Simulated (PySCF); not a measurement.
## [Pm(H2O)2]3+ at several levels of theory

Computed with PySCF 2.14.0 (density fitting, no spin-orbit coupling) at the geometry relaxed with PBE:

```xyz
7
[Pm(H2O)2]3+ (singlet in the valence; each metal's 4f electrons, 4 of them, lie in its core potential, out of spins and levels)
Pm   -0.2078   -1.0868   -0.0074
O    -0.0274    0.1678    1.8995
H     0.2504    1.1254    2.0141
H    -0.2053   -0.1220    2.8449
O     0.0895    0.1708   -1.8985
H     0.4472   -0.1253   -2.7898
H    -0.1286    1.1367   -2.0628
```

| level | basis | state | HOMO (eV) | gap (eV) | charge on Pm1 (e) | population of f-type functions on Pm1 (polarisation alone where 4f lies in the core) | dipole about the centre of mass (D) | largest force component (eV/Å) |
| --- | --- | --- | --- | --- | --- | --- | --- | --- |
| PBE | Pm lcecp-1-SVP with ECP50, O def2-SVP, H def2-SVP | singlet | -24.41 | 5.05 | 2.16 | 0.04 | 3.06 | 0.02 |
| PBE | Pm lcecp-1-TZVP with ECP50, O def2-TZVP, H def2-TZVP | singlet | -24.43 | 5.13 | 2.34 | 0.05 | 3.04 | 0.25 |

In the lcecp rows the 4f levels are missing from HOMO and gap, and the state counts the valence alone.

Charges are Mulliken's, which hang on the basis. The relaxation used the grid (50, 194), these runs (75, 302) or, all-electron (x2c bases, spin-free X2C Hamiltonian), (99, 590).

Order these levels, in the first row's basis, by the HOMO–LUMO gap they give here, smallest first.
A. revPBE
B. M06-L
C. CAM-B3LYP
D. BP86

A (5.07 eV), D (5.15 eV), B (5.90 eV), C (10.35 eV).

And their other results?


```json
{"level": "CAM-B3LYP", "state": "singlet", "HOMO (eV)": "-27.62", "gap (eV)": "10.35", "charge on Pm1 (e)": "2.26", "population of f-type functions on Pm1 (polarisation alone where 4f lies in the core)": "0.04", "dipole about the centre of mass (D)": "2.67", "largest force component (eV/Å)": "0.37"}
{"level": "M06-L", "state": "singlet", "HOMO (eV)": "-24.68", "gap (eV)": "5.90", "charge on Pm1 (e)": "2.31", "population of f-type functions on Pm1 (polarisation alone where 4f lies in the core)": "0.04", "dipole about the centre of mass (D)": "2.65", "largest force component (eV/Å)": "0.59"}
{"level": "revPBE", "state": "singlet", "HOMO (eV)": "-24.36", "gap (eV)": "5.07", "charge on Pm1 (e)": "2.17", "population of f-type functions on Pm1 (polarisation alone where 4f lies in the core)": "0.04", "dipole about the centre of mass (D)": "3.01", "largest force component (eV/Å)": "0.18"}
{"level": "BP86", "state": "singlet", "HOMO (eV)": "-24.51", "gap (eV)": "5.15", "charge on Pm1 (e)": "2.17", "population of f-type functions on Pm1 (polarisation alone where 4f lies in the core)": "0.04", "dipole about the centre of mass (D)": "3.04", "largest force component (eV/Å)": "0.06"}
```

In the first row's basis the gap widens with exact exchange: 5.1 to 5.9 eV for PBE, revPBE, BP86, M06-L (none); 10.4 eV for CAM-B3LYP (rising or full at long range).

An lcecp potential fixes the number of 4f electrons, so in runs with it no electron can move into or out of that shell.
